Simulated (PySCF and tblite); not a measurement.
Results of a calculation; reference values are marked as such.
C8H8O, numbered as in [CH2:1]=[CH:2][O:3][c:4]1[cH:5][cH:6][cH:7][cH:8][cH:9]1.

First level. Geometries PBE0-D3(BJ)/def2-SVP; weights from B3LYP-D3(BJ)/def2-SVPD (IEF-PCM, chloroform) energies and GFN2-xTB thermal corrections, with symmetry numbers and mirror pairs. Conformers within 3 kcal/mol (GFN2-xTB free energy) were kept, 8 at most. GIAO shieldings: wB97X-D/pcSseg-1 (IEF-PCM, chloroform). Shifts are against TMS (¹H), TMS (¹³C) at the same level; of two unlike H on one atom, a is the less shielded. Programs: PySCF with density fitting and tblite.

It gives, at 298.15 K, with 2 conformers (largest weight 85 %): ¹H: 7.64 (H6/H8, 2H), 7.37 (H7, 1H), 7.20 (H5/H9, 2H), 6.70 (H2, 1H), 4.97 (H1a, 1H), 4.74 (H1b, 1H) ppm. ¹³C: 164.2 (C4), 158.1 (C2), 138.0 (C6/C8), 130.5 (C7), 124.0 (C5/C9), 100.7 (C1) ppm.

Second level: PBE0-D3(BJ)/def2-SVP geometries, energies BHandHLYP-D3(BJ)/6-31+G* (IEF-PCM, water), shieldings PBE0/pcSseg-1 (IEF-PCM, water), on up to 4 of the same conformers.

Question: How do the averaged shifts change?

Answer: 
| signal | first | second | change (ppm) |
| --- | --- | --- | --- |
| H1a | 4.97 | 4.92 | -0.05 |
| H1b | 4.74 | 4.80 | 0.06 |
| H2 | 6.70 | 6.79 | 0.09 |
| H5/H9 | 7.20 | 7.25 | 0.05 |
| H6/H8 | 7.64 | 7.70 | 0.07 |
| H7 | 7.37 | 7.44 | 0.07 |
| C1 | 100.7 | 99.8 | -0.8 |
| C2 | 158.1 | 157.9 | -0.2 |
| C4 | 164.2 | 162.9 | -1.4 |
| C5/C9 | 124.0 | 123.5 | -0.5 |
| C6/C8 | 138.0 | 137.2 | -0.8 |
| C7 | 130.5 | 130.1 | -0.4 |

The largest weight becomes 83 %.

Thermal terms of a conformer that GFN2-xTB lacks, or places elsewhere, come from the nearest GFN2-xTB minimum; such a conformer stays in the set even outside the window. Shifts are unscaled: against experiment ¹³C can be off by 15 ppm or more and ¹H by 0.8 ppm.
